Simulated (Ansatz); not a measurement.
Z-matrix (Å, degrees):
```
Si
N 1 1.776
H 1 1.477 2 111.1
H 1 1.485 2 101.9 3 -117.3
H 1 1.477 2 111.1 3 125.4
C 2 1.329 1 124.0 3 -62.7
H 2 1.013 1 117.7 3 117.3
N 6 1.304 2 123.8 1 -180.0
B 6 1.653 2 125.6 1 0.0
H 8 1.007 6 126.6 2 0.0
H 8 1.031 6 109.9 2 180.0
O 9 1.272 6 113.2 2 -180.0
H 9 1.223 6 115.1 2 0.0
```

Charge 0, multiplicity 1. The bonds changed during the relaxation, so this is another structure than the one it started from.

(1) List the B3LYP/def2-TZVPP orbital energies in eV (Ansatz). (An estimate is asked.)

Answers

(1) Computed: Occupied: -1800.01, -517.91, -391.16, -391.11, -279.47, -182.42, -144.50, -99.86, -99.80, -99.78, -27.42, -25.12, -24.12, -18.33, -16.55, -16.13, -14.72, -12.29, -12.14, -11.80, -10.32, -10.26, -9.45, -8.81, -8.54, -7.48, -5.87. Lowest empty: -1.49, -0.61, 0.28, 0.66, 0.99, 1.16, 1.67, 1.97.

B3LYP here is the variant with VWN-RPA as its local correlation; programs differ in this.
